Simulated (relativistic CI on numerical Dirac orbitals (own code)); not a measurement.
Radial parameters of Tc³⁵⁺

Calculated at this level of theory: Dirac-Coulomb-Breit CI, orbitals from a KLI potential per configuration, model QED, unscaled Slater integrals (own radial code, finite nucleus).

Slater integrals F^k, G^k are unscaled and averaged over j, outside the closed core 1s2; ζ comes from projecting the Hamiltonian with its Breit term on Σ l·s of the shell.

- 2s²2p⁴: F^2(2p,2p) = 764510, ζ(2p) = 670550 cm⁻¹; <r>(2p) = 0.1244, <r^2>(2p) = 0.01877 (bohr units).
- 2s2p⁵: G^1(2s,2p) = 817490, ζ(2p) = 666920 cm⁻¹; <r>(2s) = 0.144, <r^2>(2s) = 0.02437, <r>(2p) = 0.1247, <r^2>(2p) = 0.01884 (bohr units).
- 2p⁵3s: ζ(2p) = 677160, G^1(2p,3s) = 79674 cm⁻¹; <r>(2p) = 0.124, <r^2>(2p) = 0.01863, <r>(3s) = 0.3404, <r^2>(3s) = 0.1318 (bohr units).

Averages of the first 10 configurations, taken without configuration mixing, which lowers the lowest level and can move excited configurations by several eV; other configurations of the list can lie among them:

| Configuration | Parity | States | Average energy above the lowest level (eV) |
| --- | --- | --- | --- |
| 2s²2p⁴ | even | 15 | 88.7 |
| 2s2p⁵ | odd | 12 | 373.1 |
| 2p⁶ | even | 1 | 690.2 |
| 2p⁵3s | odd | 12 | 3388.6 |
| 2p⁵3p | even | 36 | 3465.4 |
| 2p⁵3d | odd | 60 | 3547.9 |
| 2s²2p³3s | odd | 40 | 2829.9 |
| 2s²2p³3p | even | 120 | 2911.8 |
| 2s²2p³3d | odd | 200 | 2994.8 |
| 2s2p⁴3s | even | 60 | 3092.7 |
